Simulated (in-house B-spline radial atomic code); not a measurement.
Successive ionisation energies of niobium; each step leads to the configuration of the next row (after the last: [Ne] 3s2 3p2). NIST's values go from ground level to ground level; the uncertainty of those that are theory runs from under 0.1 % in few-electron ions to several per cent in heavy many-electron ones. Computed with a B-spline radial code for spherical atoms: non-relativistic Hartree-Fock, average of the configuration, point nuclei.

This level leaves out relativity, spin-orbit splitting included, which matters for heavy ions.

| ion | configuration | ionisation energy (eV) | tabulated value (eV) | tabulated kind | computed minus tabulated (eV) | highest orbital | largest mean radius (bohr) |
| --- | --- | --- | --- | --- | --- | --- | --- |
| Nb18+ | [Ar] 3d5 | 755.1 | 758 | tabulated theory | -2.9 | 3d | 0.42732 |
| Nb19+ | [Ar] 3d4 | ? | ? | tabulated theory | ? | ? | ? |
| Nb20+ | [Ar] 3d3 | 874.3 | 877 | tabulated theory | -2.7 | 3d | 0.419 |
| Nb21+ | [Ar] 3d2 | 936.2 | 940 | tabulated theory | -3.8 | 3d | 0.41489 |
| Nb22+ | [Ar] 3d1 | 999.8 | 1000 | tabulated theory | -0.2 | 3d | 0.41083 |
| Nb23+ | [Ne] 3s2 3p6 | ? | ? | semi-empirical | ? | ? | ? |
| Nb24+ | [Ne] 3s2 3p5 | 1231.5 | 1230.6 | semi-empirical | 0.9 | 3p | 0.40374 |
| Nb25+ | [Ne] 3s2 3p4 | 1290.4 | 1293.7 | semi-empirical | -3.3 | 3p | 0.40071 |
| Nb26+ | [Ne] 3s2 3p3 | 1350.2 | 1368 | semi-empirical | -17.8 | 3p | 0.39772 |

(1) Fill in the row of Nb19+.

(2) Fill in the row of Nb23+.

(3) How far is this level of theory from the measured and semi-empirical values?

## Answers

(1) ionisation energy (eV): 813.9; tabulated value (eV): 816; computed minus tabulated (eV): -2.1; highest orbital: 3d; largest mean radius (bohr): 0.42314.

(2) ionisation energy (eV): 1173.5; tabulated value (eV): 1176; computed minus tabulated (eV): -2.5; highest orbital: 3p; largest mean radius (bohr): 0.40682.

(3) Over those 4 rows the differences run from -17.8 to +0.937 eV (mean absolute value 6.1 eV). The calculation leaves out relativity, correlation and, in open shells, the multiplet splittings that an average leaves out.
